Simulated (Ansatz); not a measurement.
Mulliken charges of CH₃BFNS (`N=CB(F)S`) from ωB97M-V/def2-TZVPP in Ansatz (PBE0-D4/def2-TZVP geometry).

| atom | x (Å) | y (Å) | z (Å) | charge (e) |
| --- | --- | --- | --- | --- |
| N1 | -0.642 | 0.775 | 1.598 | -0.196 |
| C2 | 0.136 | 0.491 | 0.634 | -0.050 |
| B3 | -0.246 | -0.486 | -0.538 | 0.268 |
| F4 | -1.454 | -1.038 | -0.524 | -0.236 |
| S5 | 0.846 | -0.906 | -1.897 | -0.122 |
| H6 | -1.534 | 0.282 | 1.493 | 0.132 |
| H7 | 1.122 | 0.968 | 0.650 | 0.087 |
| H8 | 1.864 | -0.142 | -1.470 | 0.116 |

Question: By hand: the dipole of these point charges (1 e Å = 4.8032 D).

Answer: Σ q r = (0.404, 0.154, -0.051) e Å, of length 0.435 e Å = 2.09 D.

Question: How does the dipole of the full density compare? (Estimate.)

Answer: Ansatz gave: (0.245, -0.043, -0.231) e Å, 1.63 D; the point charges give 1.28 times that, at 45° from its direction.

Point charges leave out the atoms' own dipoles, such as those of lone pairs, and Mulliken's split depends on the basis, so the two needn't agree.
